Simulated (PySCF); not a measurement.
**Removing an electron from `N#C[C@@H]1CCN([SiH2]C[SiH3])C1`**

C₆H₁₄N₂Si₂.
Geometry (PBE0-D3(BJ)/def2-SVP, Å), atoms numbered from 1 in this order:
```
atom  x, y, z in Å
N1    -3.4975    2.1997   -0.5555
C2    -3.1076    1.1443   -0.8272
C3    -2.6077   -0.1889   -1.1550
C4    -2.5984   -1.1105    0.0760
C5    -1.2833   -0.7641    0.7933
N6    -0.4799   -0.0718   -0.2058
Si7    0.9886    0.7842    0.1542
C8     2.5313   -0.2933    0.1770
Si9    4.1383    0.5993    0.5773
C10   -1.1104   -0.1472   -1.5003
H11   -3.2190   -0.5952   -1.9757
H12   -2.5868   -2.1526   -0.2766
H13   -3.4827   -0.9831    0.7147
H14   -1.4582   -0.1117    1.6672
H15   -0.8040   -1.6865    1.1715
H16    1.1457    1.8300   -0.9024
H17    0.8276    1.4017    1.5077
H18    2.3875   -1.1037    0.9130
H19    2.6383   -0.7729   -0.8119
H20    4.4072    1.6656   -0.4368
H21    5.2935   -0.3509    0.5775
H22    4.0601    1.2446    1.9243
H23   -0.8621   -1.0707   -2.0643
H24   -0.8392    0.7106   -2.1347
```

Level: wB97X-D/def2-SVPD (PySCF). Frontier orbitals with their largest atomic shares (Löwdin; up to four atoms above 4 %):

```
orbital  ε (eV)                             main atoms
 HOMO−3  -11.21    N1 20 %, C8 15 %, C2 14 %, Si9 13 %
 HOMO−2  -11.15   N1 22 %, C2 16 %, Si7 11 %, H17 10 %
 HOMO−1  -10.87  C8 25 %, Si9 17 %, H21 16 %, Si7 15 %
   HOMO   -8.45                                      ?
   LUMO    1.72     Si7 11 %, Si9 9 %, C8 7 %, H23 7 %
 LUMO+1    1.99     Si9 26 %, Si7 7 %, C8 7 %, H21 6 %
 LUMO+2    2.18    Si7 20 %, Si9 14 %, H17 6 %, C8 6 %
```

What vertical ionisation energy does ΔSCF give, and how far is −ε(HOMO) from it?

ΔSCF: 8.36 eV (806 kJ/mol; threshold wavelength 148 nm); ⟨S²⟩ of the doublet left behind is 0.756, against 0.75 for a pure doublet. −ε(HOMO) is 8.45 eV, 0.09 eV above it. In exact Kohn–Sham theory the two would be equal; wB97X-D (range-separated hybrid) comes within 0.09 eV of that here. Holes in the HOMO−1 and HOMO−2 were tried too where these lie within 1.2 eV of the HOMO; the lowest converged state counts.

On which atoms does the HOMO lie?

N6 (silicon-bound nitrogen) 51 %, C10 (sp3 carbon bound to nitrogen) 8 %, C5 (sp3 carbon bound to nitrogen) 8 %, Si7 (SiH2 silicon) 6 %. The HOMO−1 lies 2.42 eV lower.

What kinetic energy would electrons from this vertical process carry with He II light (40.814 eV)?

40.81 − 8.36 = 32.45 eV.

What total energies stand behind the ΔSCF value?

E(N) = -925.01734 Eh and E(N − 1) = -924.71029 Eh at the same geometry, 0.30705 Eh apart.

How many of the 10 lowest singlet excitations (vertical TDDFT, same level) lie below the ionisation energy?

All 10; they run from 6.07 to 7.89 eV.

Geometry: PBE0-D3(BJ)/def2-SVP, one conformer, isolated molecule.

These values come from a run that also computed excited states and ΔSCF ions. Hardware: one thread of an Arm Neoverse V2, no GPU, shared host with 96 logical CPUs at a one-minute load of 78. Cost: 5.7 min (grids of density and orbitals included), 1.6 GiB resident at most.

The pairwise dispersion term of wB97X-D wasn't added to the energies; at a given geometry it leaves orbitals and properties as they are.
